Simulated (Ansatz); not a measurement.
`[SH][Ge][SH]` and `[SH][GeH]` differ in one atom or group.

Ansatz, PBE0-D4/def2-TZVP geometries, multiplicity 1. Each molecule was computed in one conformer, which needn't be the lowest.

Scalar relativity is left out up to krypton.

| property | `[SH][Ge][SH]` |
| --- | --- |
| HOMO–LUMO gap (B3LYP/def2-TZVPP) / eV | 4.60 |
| size of the dipole moment (ωB97M-V/def2-TZVPP) / D | 1.35 |
| HOMO–LUMO gap (PBE0/def2-TZVPP) / eV | 4.97 |
| size of the dipole moment (PBE/def2-TZVPP) / D | 1.20 |
| HOMO energy (ωB97M-V/def2-TZVPP) / eV | -9.34 |
| HOMO–LUMO gap (PBE/def2-TZVPP) / eV | 3.25 |

Task: What does the change do to each property? (Best estimate.)

Result: Ansatz gave: 
| property | `[SH][GeH]` | shift |
| --- | --- | --- |
| HOMO–LUMO gap (B3LYP/def2-TZVPP) / eV | 4.16 | -0.44 |
| size of the dipole moment (ωB97M-V/def2-TZVPP) / D | 0.97 | -0.38 |
| HOMO–LUMO gap (PBE0/def2-TZVPP) / eV | 4.53 | -0.44 |
| size of the dipole moment (PBE/def2-TZVPP) / D | 0.81 | -0.39 |
| HOMO energy (ωB97M-V/def2-TZVPP) / eV | -9.24 | 0.10 |
| HOMO–LUMO gap (PBE/def2-TZVPP) / eV | 2.71 | -0.54 |

With PBE0 the HOMO rises by 0.19 eV and the LUMO falls by 0.24 eV, so the gap narrows by about 0.43 eV. PBE moves the HOMO by 0.23 eV and ωB97M-V by 0.10 eV. Dipoles are sizes alone; their direction can turn.

B3LYP here is the variant with VWN-RPA as its local correlation; programs differ in this.
